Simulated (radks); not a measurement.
The carbon anion C4-, [Ne], held by a Watson sphere: a shell of charge +4 at radius R that stands for the Madelung well of a crystal (potential energy -4/R inside, -4/r outside, in hartree with lengths in bohr). All-electron calculation, non-relativistic Kohn-Sham, r2SCAN, spin-polarised, spherical densities, point nucleus; meta-GGA in the generalised Kohn-Sham scheme. Program: a radial shooting solver on a logarithmic mesh with Libxc functionals.

R (bohr),e(1s) (eV),e(2s) (eV),e(2p) (eV),<r> 2p (bohr),sum of <r^2> (bohr^2),X-ray form factor at sin(theta)/lambda = 0.2 1/angstrom
1.71,-268.72,-18.575,-8.977,1.800,30.23,4.824
1.82,-269.05,-17.933,-8.560,1.865,32.29,4.649
1.84,-269.12,-17.820,-8.487,1.876,32.67,4.619
1.86,-269.18,-17.707,-8.415,1.888,33.05,4.589
1.95,-269.48,-17.210,-8.098,1.940,34.78,4.459
2.13,-270.07,-16.283,-7.507,2.044,38.36,4.226
2.61,-271.38,-14.254,-6.183,2.318,48.58,3.766
3.6,-272.73,-11.808,-4.380,2.897,73.58,3.403
3.8,-272.86,-11.527,-4.132,3.018,79.41,3.390
